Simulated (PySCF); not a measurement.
Ligand exchange on a metal centre used in film growth or etching (Hf Br-H). Gas-phase values, no solvent.

The dipole moment from two functionals at the same geometries (TPSS-D3(BJ)/def2-SVP), both in PySCF: PBE-D3(BJ)/def2-TZVP and TPSSh-D3(BJ)/def2-TZVP. 

```csv
species,PBE-D3(BJ)/def2-TZVP (D),TPSSh-D3(BJ)/def2-TZVP (D)
0 of 4 Br replaced by H,0.00,0.00
1 of 4 Br replaced by H ([Hf(Br)3(H)]),0.37,0.33
2 of 4 Br replaced by H ([Hf(Br)2(H)2]),0.06,0.03
3 of 4 Br replaced by H ([Hf(Br)(H)3]),0.31,0.42
```

Over these rows, drawn at random from the members with no instability flagged (it was tested for open shells, ions and some series alone), PBE minus TPSSh-D3(BJ): mean -0.01 D, from -0.10 D to +0.04 D.
